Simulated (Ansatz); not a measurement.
`C[Si](F)(Cl)[GeH3]`, charge 0, multiplicity 1.

Problem. Give a relaxed structure at PBE0-D4/def2-TZVP (Ansatz). (Best estimate.)

Solution. The calculation gave: 
```xyz
11

C     0.167    1.098    1.389
Si   -0.423    0.587   -0.288
F    -2.017    0.715   -0.323
Cl    0.307    1.909   -1.684
Ge    0.171   -1.615   -0.963
H    -0.243    0.435    2.155
H    -0.150    2.121    1.605
H     1.258    1.055    1.440
H    -0.400   -2.651    0.020
H    -0.372   -1.904   -2.369
H     1.702   -1.750   -0.979
```
This is one stationary point; other conformers may exist.
